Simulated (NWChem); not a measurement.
Species: C2H3FOSi; SMILES FC1=CO[SiH2]1

```xyz
8

F     -0.2855     2.0976     0.0000
C     -0.0094     0.8044     0.0000
C      1.1822     0.1749     0.0000
O      0.9537    -1.1919     0.0000
Si    -0.7535    -0.8974     0.0000
H      2.2188     0.5281     0.0000
H     -1.4226    -1.4152    -1.2226
H     -1.4226    -1.4152     1.2226
```
Atoms are numbered in this order, from 1.

Level: PBE0/def2-SVP (NWChem), optimised geometry, unscaled harmonic frequencies. 

Question: List the harmonic frequencies with IR intensities, and the thermochemistry.

Answer: 
| frequency (cm⁻¹) | IR intensity (km/mol) |
|---|---|
| 241 | 8.0 |
| 343 | 3.1 |
| 343 | 10.3 |
| 597 | 2.3 |
| 611 | 23.3 |
| 638 | 17.4 |
| 666 | 88.9 |
| 752 | 22.1 |
| 786 | 40.1 |
| 907 | 31.8 |
| 971 | 160.0 |
| 1111 | 153.6 |
| 1260 | 6.5 |
| 1299 | 157.0 |
| 1713 | 31.5 |
| 2271 | 88.9 |
| 2281 | 109.0 |
| 3219 | 5.4 |

```yaml
zero_point_energy: 28.6 kcal/mol
thermal correction to the enthalpy at 298.15 K (with zero-point energy): 32.3 kcal/mol
heat capacity Cv: 17.7 cal/(mol K)
entropy at 298.15 K and 1 atm (symmetry number 1): 71.9 cal/(mol K)
dipole_moment: 0.87 D
```

Rigid rotor and harmonic oscillator.
